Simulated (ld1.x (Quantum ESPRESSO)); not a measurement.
## Transferability test, TM semilocal potential for Ta

ld1.x (Quantum ESPRESSO) 7.5 input, shortened:

```
&input
   title='Ta', zed=73., rel=1, dft='PBESOL', iswitch=3,
   config='[Xe] 4f14 5d2 6s0 6p0'
 /
 &inputp
   pseudotype=1, tm=.true., lloc=2,
   nlcc=.true.
 /
3
6S  1  0   0.00   0.00  1.85  1.85  0.0
6P  2  1   0.00   0.00  2.20  2.20  0.0
5D  3  2   2.00   0.00  2.65  2.65  0.0
 &test
   configts(1)='5d2 6s0 6p0'
 /
```

Energies are relative to the spin-unpolarised reference configuration 5d2 6s0 6p0; without spin polarisation the order of configurations can differ from experiment.

| valence configuration | charge | ΔE all-electron (eV) | error AE − PS (meV) |
| --- | --- | --- | --- |
| 5d3 6s1 6p0 | +1 | -38.587 | -66 |
| 5d3 6s0 6p0 | +2 | -23.610 | -122 |
| 5d3 6s0 6p1 | +1 | -33.460 | -0.6 |
| 5d3 6s0 6p2 | 0 | -38.428 | +106 |
| 5d3 6s1 6p1 | 0 | -42.869 | +66 |

(1) What are ΔE and the potential's error for 5d3 6s2 6p0?

(2) What are ΔE and the potential's error for 5d4 6s1 6p0?

Note: ghost states, extra bound levels that the all-electron valence spectrum of the same l lacks: s at -17.7 eV, p at -11.9 eV; the semilocal form is local in each channel, so this says nothing of the separable form that plane-wave codes build from it. A true bound ghost makes a file unfit for plane-wave use.

Answers

(1) ΔE = -47.092 eV all-electron; the error (AE − PS) is +38 meV.

(2) ΔE = -44.996 eV all-electron; the error (AE − PS) is -179 meV.
